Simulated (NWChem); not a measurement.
InH2F; SMILES [F][InH2]

```xyz
4

In     0.0000     0.0000    -0.2782
H      0.0000     1.6177    -0.8864
H      0.0000    -1.6177    -0.8864
F      0.0000     0.0000     1.7114
```
Atoms are numbered in this order, from 1.

Program: NWChem. Structure relaxed at the PBE-D3(BJ)/def2-SVP (def2 core potentials past Kr) level.

For level PBE/STO-3G, non-relativistic:

```
Property                     Result
---------------------------  ------
highest occupied level (eV)   -1.93
orbital gap (eV)               3.24
dipole (D)                     0.24
```

Problem. Estimate the same quantities for level PBE/3-21G, non-relativistic.

Solution. 
| Item | Result |
|---|---|
| highest occupied level (eV) | -6.32 |
| orbital gap (eV) | 4.11 |
| dipole (D) | 1.97 |
